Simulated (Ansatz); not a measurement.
Calculated with Ansatz (gas phase, PBE0-D4/def2-TZVP geometries, no zero-point term in ΔE). CCSD(T)/CBS adds triple-zeta CCSD(T) − MP2 to the extrapolated MP2 energy (def2 sets, frozen cores). This one scheme is used for every species. DFT in def2-TZVPP. B3LYP here is the variant with VWN-RPA as its local correlation; programs differ in this. Each species was taken in one conformer, which may not be the lowest.

`FC[SiH2]O[SiH3]` + H₂ → `C[SiH2]O[SiH3]` + H–F  (hydrogenolysis of a C–F bond)

(1) Is it downhill or uphill in electronic energy at CCSD(T)/CBS, and by how much? (Best estimate.)

(2) What do these levels give: PBE-D4, B3LYP-D4, B2PLYP, r2SCAN, PBE0, HF/def2-TZVPP, MP2/def2-TZVPP, SCS-MP2/def2-TZVPP, CCSD/def2-TZVPP, HF/def2-QZVPP, MP2/def2-QZVPP, CCSD/CBS(def2)? (An estimate is asked.)

Largest T1 diagnostic among the species: 0.011.

Results:

(1) Ansatz gave: Downhill: ΔE = -141.5 kJ/mol.

(2) Computed: PBE-D4 -126.8, B3LYP-D4 -126.2, B2PLYP -134.6, r2SCAN -129.9, PBE0 -137.9, HF/def2-TZVPP -137.3, MP2/def2-TZVPP -146.8, SCS-MP2/def2-TZVPP -139.7, CCSD/def2-TZVPP -141.3, HF/def2-QZVPP -137.6, MP2/def2-QZVPP -148.4, CCSD/CBS(def2) -143.7 kJ/mol.

The D4 term adds +3.2 kJ/mol with B3LYP and +1.8 kJ/mol with PBE0; it sums over pairs of atoms, weighted by their polarisabilities, and B3LYP, whose exchange is more repulsive, gets the larger term. From PBE to PBE0 (25 % exact exchange), in def2-TZVPP and without D4, ΔE moves by −9.1 kJ/mol.
